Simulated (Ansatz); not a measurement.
`[F][W]([F])(=[S])=[S]`. Total charge 0; spin multiplicity 1. W: def2 effective core potential.

Z-matrix (Å, degrees):
```
W
F 1 1.842
S 1 2.111 2 108.9
S 1 2.111 2 108.9 3 117.5
F 1 1.842 2 113.3 3 -121.2
```

Problem. What are the harmonic wavenumbers in cm⁻¹ at PBE0-D4/def2-TZVP (Ansatz, finite differences of forces, unscaled)? (Best estimate.)

Solution. The calculation gave: 179, 183, 194, 209, 215, 572, 578, 705, 708.

Problem. Is this a minimum?

Solution. Yes, all 9 modes are real.

Problem. Give the ideal-gas thermochemistry at 298.15 K and 1 bar (rigid rotor, harmonic oscillator; point group C2v, symmetry number 2).

Solution. Zero-point energy 21.2 kJ/mol; H(298) − E = 40.0 kJ/mol; entropy 344.2 J/(mol·K), of which translation 179.4, rotation 112.6, vibration 52.2; G(298) − E = -62.6 kJ/mol.

Problem. Rotational constants (cm⁻¹)?

Solution. 0.07604, 0.06084, 0.05285.
